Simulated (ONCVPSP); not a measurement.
# copper (Cu): variants of one ONCV potential

Base potential:

```json
{
 "Element": "copper (Cu)",
 "Generator": "ONCVPSP 4.0.1",
 "Type": "optimised norm-conserving Vanderbilt (ONCV)",
 "Functional": "PBE",
 "Relativity": "scalar-relativistic",
 "Frozen core": "[Ne]",
 "Valence charge": "19",
 "Reference configuration": "3s2 3p6 3d10 4s1",
 "Partial waves": "3s+4s: rc 1.05 bohr, ncon 4, nbas 8, qcut 9.4 1/bohr, 2 projectors; 3p: rc 0.90 bohr, ncon 4, nbas 8, qcut 12.3 1/bohr, 2 projectors, debl 0.4 Ha; 3d: rc 1.50 bohr, ncon 4, nbas 9, qcut 10 1/bohr, 1 projector",
 "Local potential": "polynomial inside 0.70 bohr (lpopt 4, dvloc0 0 Ha)",
 "Core correction": "Teter function fitted to the true core (icmod 2), fcfact 0.75"
}
```

In the p channel the program set the typed energies aside and used -2.651, 0.250 Ha.

All-electron outer shells of the reference configuration (PBE, scalar-relativistic, ld1.x):

```json
{"shell": "2p", "level (eV)": "-916.98", "outermost node (bohr)": "–", "outermost maximum (bohr)": "0.16"}
{"shell": "3s", "level (eV)": "-114.70", "outermost node (bohr)": "0.29", "outermost maximum (bohr)": "0.61"}
{"shell": "3p", "level (eV)": "-72.14", "outermost node (bohr)": "0.26", "outermost maximum (bohr)": "0.62"}
{"shell": "3d", "level (eV)": "-5.04", "outermost node (bohr)": "–", "outermost maximum (bohr)": "0.60"}
{"shell": "4s", "level (eV)": "-4.61", "outermost node (bohr)": "0.89", "outermost maximum (bohr)": "2.27"}
```

Cutoffs, loose and tight: the cutoffs (Ha) at which the residual kinetic energy of the hardest occupied pseudo-wave falls to 1 and 0.1 mHa per electron. They do not see the model core or the augmentation charge, which bear on the density cutoff. Test errors are all-electron minus pseudo excitation energies from the reference, over the configurations 3s2 3p6 3d10 4s0; 3s2 3p6 3d9 4s0; 3s2 3p6 3d8 4s0; 3s2 3p6 3d9 4s2. A dash means not determined; rows that change the core or the reference have their own tests. The largest error is taken over the tests solved by every variant that gives reliable tests at all: 3s2 3p6 3d10 4s0; 3s2 3p6 3d9 4s0; 3s2 3p6 3d9 4s2.

| change | outcome | cutoff, loose | cutoff, tight | bound ghosts | GHOST(+) flags above zero | largest test error (meV) |
| --- | --- | --- | --- | --- | --- | --- |
| base | generated, projector energies reset by the program | 43 Ha | 93 Ha | none | none | -20 |
| p: rc 0.62; local potential polynomial inside 0.62 bohr (lpopt 4, dvloc0 0 Ha) | generated, projector energies reset by the program | 97 Ha | 413 Ha | none | none | -20 |
| p: rc 0.74 | generated, projector energies reset by the program | 69 Ha | 301 Ha | none | none | -20 |
| p: rc 1.04 | generated, projector energies reset by the program | 47 Ha | 93 Ha | none | none | -20 |
| p: rc 1.14 | generated, projector energies reset by the program | 47 Ha | 93 Ha | none | none | -20 |
| p: rc 1.28 | generated, projector energies reset by the program | 46 Ha | 93 Ha | none | none | -20 |

Reading the sweep of the p radius (base included, trends over the rows without a ghost): The loose cutoff is not monotonic: lowest 43 Ha at 0.9 bohr, highest 97 Ha at 0.62 bohr.
